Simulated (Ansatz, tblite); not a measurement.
Two members of one family ((AgF)n off), computed with Ansatz in the gas phase; def2 core potentials for Ag, no spin–orbit coupling. The two geometries come from different levels. Singlets are spin-restricted. The structures are stationary points that may keep the symmetry of their start.

First: Ag2F⁺ (singlet, charge 1, r2SCAN-D4/def2-TZVP geometry).

```xyz
3

Ag    0.1384   -1.7241    1.1745
Ag   -0.1382    1.7219   -1.1781
F    -0.0002    0.0022    0.0035
```

```
              level  HOMO (eV)  LUMO (eV)  gap (eV)
    PBE-D4/def2-SVP     -11.59      -8.75      2.84
   PBE-D4/def2-TZVP     -11.63      -8.81      2.81
r2SCAN-D4/def2-TZVP     -11.70      -8.36      3.34
   PBE0-D4/def2-SVP     -12.98      -7.54      5.45
  PBE0-D4/def2-TZVP     -13.04      -7.59      5.45
```

The relaxed triplet lies at 2.85 eV (LDA (SPW92)/def2-TZVP) to 4.14 eV (ωB97X-V/def2-TZVP) from the singlet. The relaxed quintet lies at 7.27 eV (PBE-D4/def2-TZVP) to 8.68 eV (ωB97X-V/def2-TZVP) from the singlet.

Second: Ag4F3⁺ (singlet, charge 1, r2SCAN-D4/def2-SVP geometry).

| atom | x (Å) | y (Å) | z (Å) |
| --- | --- | --- | --- |
| Ag1 | -0.430 | -1.908 | 1.317 |
| Ag2 | -1.731 | 1.602 | 0.116 |
| Ag3 | 1.280 | 0.695 | 0.644 |
| Ag4 | 0.603 | -0.537 | -2.216 |
| F5 | -0.806 | 0.254 | 1.611 |
| F6 | 0.020 | 1.351 | -1.217 |
| F7 | 1.064 | -1.456 | -0.254 |

Q: Estimate how these quantities change from the first to the second (second minus first).

A: 
| level | Δ HOMO (eV) | Δ LUMO (eV) | Δ gap (eV) |
| --- | --- | --- | --- |
| PBE-D4/def2-SVP | 1.48 | 0.78 | -0.69 |
| PBE-D4/def2-TZVP | 1.44 | 0.74 | -0.69 |
| r2SCAN-D4/def2-TZVP | 1.38 | 0.65 | -0.73 |
| PBE0-D4/def2-SVP | 1.37 | 0.70 | -0.67 |
| PBE0-D4/def2-TZVP | 1.33 | 0.67 | -0.67 |
